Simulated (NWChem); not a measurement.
Molecule: SnCl$_{4}$; SMILES [Cl][Sn]([Cl])([Cl])[Cl]

```xyz
5

Cl    -0.7767    -1.7246    -1.3376
Sn     0.0000     0.0000     0.0000
Cl     0.7767     1.7246    -1.3376
Cl     1.7246    -0.7767     1.3376
Cl    -1.7246     0.7767     1.3376
```
Atoms are numbered in this order, from 1.

Program: NWChem. Geometry: optimised at PBE0/def2-SVP. def2 effective core potentials on Sn; no spin-orbit coupling. Field at 589 nm.

Question: Predict the results for B3LYP/def2-SVP (core potentials). Quantities: isotropic polarisability (bohr³); anisotropy (bohr³).

Answer: 
```json
{
 "isotropic polarisability (bohr³)": "71.8",
 "anisotropy (bohr³)": "0.0"
}
```
